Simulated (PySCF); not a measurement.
C2H3O2, multiplicity 2. Atoms are numbered in the order given.

```xyz
7

C     -0.0765    -1.3505     0.0000
C      0.0113     0.2928     0.0000
O      1.2075     0.6236     0.0000
O     -1.1143     0.7933     0.0000
H     -0.6464    -1.6057     0.9108
H      0.9379    -1.7774     0.0000
H     -0.6464    -1.6057    -0.9108
```
Charge 0, spin multiplicity 2.

The structure is a stationary point at PBE-D3(BJ)/def2-SVP. The isomer is the one that the SMILES or the coordinates give; other isomers of the formula were not compared.

These are PySCF with TDA-LC-ωPBE/def2-SVPD values and carry that method's errors.

Vertical excitations. The molecule is in vacuum.

Computed UV-visible absorptions:
```csv
state,energy (eV),λ (nm),f,main pairs
root 1,1.29,959,0.014,β HOMO→LUMO 93 %
root 2,1.48,836,0.000,β HOMO−1→LUMO 97 %
root 3,4.59,270,0.002,β HOMO−2→LUMO 90 %
root 4,5.35,232,0.002,β HOMO−3→LUMO 88 %
root 5,5.81,213,0.000,β HOMO→LUMO+2 87 %
root 6,6.13,202,0.015,"β HOMO−4→LUMO 55 %, β HOMO−5→LUMO 28 %"
root 7,6.23,199,0.054,"β HOMO−5→LUMO 55 %, β HOMO−4→LUMO 35 %"
root 8,6.42,193,0.000,"α HOMO−1→LUMO+1 41 %, β HOMO−1→LUMO+2 48 %"
root 9,6.56,189,0.000,"α HOMO→LUMO+1 74 %, β HOMO−6→LUMO 14 %"
root 10,6.61,188,0.000,"α HOMO→LUMO+1 15 %, β HOMO−6→LUMO 76 %"
```
Unrestricted roots are not spin-pure.
